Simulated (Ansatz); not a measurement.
Two structures of AlH3Cl2O, closed shell, reached by relaxing down either side of one saddle point (PBE0-D4/def2-TZVP). Energies are electronic, without zero-point energy. Program: Ansatz 0.2.0. Basis: def2-TZVPP and def2-QZVPP. Cores are frozen in the correlated methods. Extrapolation: Hartree–Fock as exp(−7.88 √X), correlation as X^−2.97. First:

```
atom    x (Å)    y (Å)    z (Å)
 Al1  -0.4262  -0.6659   0.2450
  H2  -0.1114  -0.7219   1.7878
 Cl3   0.0946  -2.3251  -0.9444
 Cl4  -2.1526   0.4080  -0.3981
  H5   1.4190   1.0904   0.3558
  O6   0.8350   0.7403  -0.3269
  H7   0.3417   1.4740  -0.7192
```

Second:

Al1  (-0.290, -0.285, -0.501)
H2  (0.128, -0.363, 1.765)
Cl3  (0.166, -2.302, -0.702)
Cl4  (-2.249, 0.280, -0.056)
H5  (0.714, 0.042, 1.513)
O6  (0.862, 0.847, -0.971)
H7  (0.671, 1.781, -1.048)
(Å)

(1) Which bonds change from the first to the second?

(2) Give the saddle point's structure and its height above each. (An estimate is asked for; the value comes from the calculation.)

No T1 diagnostic of these runs exceeds 0.011.

## Answers

(1) AlHCl₂ ([Cl][AlH][Cl]) + H₂O → AlHCl₂O ([OH][Al]([Cl])[Cl]) + H₂; bonds formed: H2–H5; dative contacts that become bonds: Al1–O6; bonds broken: Al1–H2, H5–O6.

(2) Computed: 21.02 kcal/mol above the first and 25.17 kcal/mol above the second (CCSD(T) at an estimated basis limit (MP2 extrapolated from triple and quadruple zeta, plus CCSD(T) − MP2 in triple zeta)).
```
7
angstrom
Al -0.3847 -0.5116 -0.1090
H 0.3184 -0.2051 1.4559
Cl 0.0400 -2.4261 -0.8053
Cl -2.3230 0.2612 -0.2442
H 0.7914 0.4766 0.7850
O 0.8928 0.7519 -0.4156
H 0.6653 1.6529 -0.6667
```

The step is the kind of ligand exchange by which a precursor binds to a hydroxyl group, or is hydrolysed, in atomic layer deposition of oxides.

Labels in which every atom is bracketed show which atoms are joined, not bond orders.

For scale, one of the runs: CCSD(T)/def2-TZVPP, 199 basis functions, launched by `ansatz run in.yaml --threads 4 --pin off --events-out ev --progress --plain --max-ram 9574MiB`. Hardware: 4 CPU threads of an Arm Neoverse V2, shared host. Wall time 29 s; peak host memory 2.2 GiB.
